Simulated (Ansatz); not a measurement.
C₂H₁₀FNSi₂, SMILES NC[SiH2]C[SiH2]F.

Geometry: B3LYP-D3(BJ)/def2-SVP. The structure was generated by enumeration, and PubChem lists no compound with its InChIKey, so it may never have been made. Other conformers were not sampled.

Two levels are set side by side: PBE/def2-SVPD (Ansatz, a quantum-chemistry and plane-wave program) and PBE0/def2-SVPD (Ansatz). Energy differences of separate SCF runs at the same geometry; the states with an electron removed or added have multiplicity 2 and 2. Differences are taken from unrounded values.

```tsv
quantity	PBE0	PBE	PBE minus PBE0
vertical ionisation energy (eV)	9.18	8.83	-0.36
vertical singlet–triplet gap (eV)	5.84	5.57	-0.27
```
